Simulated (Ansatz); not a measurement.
Input for Ansatz (an electronic-structure program): U-PBE/def2-TZVPP on H2Sb (SMILES [SbH2]), 2S+1 = 2, atoms moved off the minimum. Elements past Kr take the def2 small-core potentials; no spin–orbit coupling.

Ansatz 0.2 input:
```yaml
crystal:
  periodic: [false, false, false]
  atoms:
    - {symbol: Sb, position_ang: [-0.11389939, 0.06306211, -0.12448734]}
    - {symbol: H, position_ang: [-1.16561361, -1.06916398, 0.05130033]}
    - {symbol: H, position_ang: [1.28304899, -1.23068047, -0.06916269]}
basis:
  gaussian:
    orbitals: def2-TZVPP
hamiltonian:
  xc: {name: PBE}
magnetization: {spin_polarized: true, initial_magnetization: 1}
output: {forces: true}
```

### Question
Predict the final total energy.

### Answer
-241.3921 hartree.
